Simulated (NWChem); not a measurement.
Molecule: C4H8O; SMILES C=C(OC)C

```xyz
13

C      1.4416    -0.4546     0.0000
C      0.0990    -0.4755     0.0000
C     -0.7270    -1.7203     0.0000
O     -0.6985     0.6151     0.0000
C     -0.0958     1.8775     0.0000
H      1.9904    -1.3963     0.0000
H      2.0245     0.4665     0.0000
H     -1.3818    -1.7407     0.8854
H     -1.3818    -1.7407    -0.8854
H     -0.0970    -2.6181     0.0000
H     -0.9051     2.6191     0.0000
H      0.5324     2.0284    -0.8962
H      0.5324     2.0284     0.8962
```
Atoms are numbered in this order, from 1.

Coordinates come from a PBE0/def2-SVP optimisation. Not confirmed as a minimum by frequencies.

Question: Give the principal values of the shielding tensors (ppm) of C1, C2, C3, O4, C5 from Hartree-Fock/6-31G* (spherical d), GIAO (NWChem), with their diamagnetic and paramagnetic parts as GIAO splits them.

Answer: 
```json
[
 {"atom": "C1", "σ11": "32.1", "σ22": "141.4", "σ33": "179.2", "isotropic": "117.6", "diamagnetic": "258.6", "paramagnetic": "-141.0"},
 {"atom": "C2", "σ11": "-73.3", "σ22": "74.3", "σ33": "130.0", "isotropic": "43.7", "diamagnetic": "247.0", "paramagnetic": "-203.4"},
 {"atom": "C3", "σ11": "161.1", "σ22": "174.6", "σ33": "199.7", "isotropic": "178.5", "diamagnetic": "249.1", "paramagnetic": "-70.6"},
 {"atom": "O4", "σ11": "168.6", "σ22": "301.5", "σ33": "339.6", "isotropic": "269.9", "diamagnetic": "397.7", "paramagnetic": "-127.8"},
 {"atom": "C5", "σ11": "127.2", "σ22": "135.9", "σ33": "189.3", "isotropic": "150.8", "diamagnetic": "246.6", "paramagnetic": "-95.8"}
]
```
